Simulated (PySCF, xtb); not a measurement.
C₃H₅NSSi, SMILES [SiH3]c1ncsc1.

GFN2-xTB (xtb) at its own geometry gives an orbital gap of 3.54 eV and a dipole moment of 0.82 D.

The structure is a stationary point at TPSSh-D3(BJ)/def2-SVP.

What does PySCF with PBE/def2-TZVP give? (An estimate is asked for; the answer gives what the named calculation found.)

gap 4.42 eV (levels -6.38 and -1.96 eV), dipole 1.66 D.
